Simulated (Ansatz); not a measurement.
Reaction R1 → 2 P1, each structure at its B3LYP-D3(BJ)/def2-TZVP stationary point, reached from a drawn start (curvature not checked).
P1: N atom, charge 0, multiplicity 4.
R1: N2 (SMILES N#N), charge 0, multiplicity 1.

P less R. No zero-point or thermal terms; singlets are restricted closed shells; open shells are unrestricted.

Correlated levels freeze the cores.

The values were computed with Ansatz (a program for electronic structure). Each number belongs to the level named beside it.

```csv
level,reaction energy (kcal/mol)
HF/cc-pVTZ,115.01
BLYP/def2-TZVPP,239.72
r2SCAN/def2-TZVPP,219.68
wB97M-V/def2-TZVPP,230.13
MP2/cc-pVTZ,227.96
CCSD/cc-pVDZ,192.59
CCSD(T)/cc-pVDZ,?
CCSD(T)/cc-pVTZ,?
CCSD(T)/cc-pVQZ,?
```

Problem. What belongs in the gaps?

Solution. 
- CCSD(T)/cc-pVDZ, reaction energy (kcal/mol): 199.11
- CCSD(T)/cc-pVTZ, reaction energy (kcal/mol): 215.91
- CCSD(T)/cc-pVQZ, reaction energy (kcal/mol): 222.46
